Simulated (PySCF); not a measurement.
## Electron correlation in Co²⁺ (cobalt, charge +2)

[Ar] 3d6 4p1, one real determinant (an excited configuration). All numbers are calculated (PySCF 2.14, no relativity, point nucleus, in aug-cc-pVTZ). Frozen: [Ar]; 7 electrons correlated.

```
  level  correlation energy (mhartree)
   CCSD                        -137.46
    (T)                          -2.65
CCSD(T)                        -140.11
```

Diagnostics: T1 = 0.0068, D1 = 0.0197, largest double amplitude 0.077.

The real determinant used has ⟨L²⟩ near 8 against 12 for a pure F term, so it mixes terms.

Cost of the coupled-cluster step: roughly 30 core-seconds, for 7 correlated electrons.

The reference is one real determinant that mixes LS terms of this configuration.
